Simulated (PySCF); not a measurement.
# Assignment exercise: C₄H₁₀OSi

Atom-mapped SMILES (the numbers label the heavy atoms): `[CH2:1]=[CH:2][O:3][SiH:4]([CH3:5])[CH3:6]`. Hydrogens are named by the atom that carries them. Ha(C1) is cis to O3; Hb(C1) is trans to O3.

Fast rotation and ring inversion assumed for equivalent nuclei, no solvent model, single conformer, non-relativistic. GFN2-xTB geometry; shielding tensors at PBE0/pcSseg-1 (GIAO); PySCF 2.14.0 with density-fitted response routines.

Chemical shifts δ = σref − σ; $^{13}$C (σ = 186.93 ppm) and $^{1}$H (σ = 31.72 ppm) vs TMS, all at this level.

(1) Assign these signals to the numbered atoms. $^{13}$C{$^{1}$H} NMR (computed): δ 152.4, 100.2, -0.3.

(2) Assign these signals to the numbered atoms. $^{1}$H NMR (400 MHz, computed): δ 6.57 (m, 1H), 5.23 (sept, 1H), 4.84 (m, 1H), 4.46 (m, 1H), 0.18 (d, 6H).

## Answers

(1) 
152.4 → C2, alkene carbon bearing oxygen: an sp2 carbon further deshielded by the attached heteroatom
100.2 → C1, β carbon of an enol-ether or enamine type C=C: the O or N lone pair pushes π density onto this β carbon and shields it
-0.3 → C5/C6, methyl carbon bonded to Si: an electropositive neighbour leaves it electron-rich and shielded

(2) 
6.57 → H(C2), hydrogen on an alkene carbon bearing oxygen: attached to an sp2 carbon and in the plane of the double bond
5.23 → H(Si4), hydrogen on a silicon bonded to 2 C, O
4.84 → Ha(C1), hydrogen on a β carbon of an enol-ether or enamine type C=C: lone-pair donation from O or N shields it, upfield of ordinary alkene protons
4.46 → Hb(C1), hydrogen on a β carbon of an enol-ether or enamine type C=C
0.18 → H(C5)/H(C6), hydrogen on a methyl carbon bonded to Si: an electropositive neighbour shields it, as in TMS itself

Shifts are as computed. Against solution values, carbons near 30 ppm lie about +3 ppm off and those near 130 ppm about +5 ppm. Of 1211 compounds with measured shifts, 218 miss one by over three times the rms of a fit or turn the order of signals round; such compounds aren't used in these exercises. Multiplicities follow the n + 1 count of equivalent neighbours, as no J values were calculated; m marks all less simple cases, F and P coupling included.
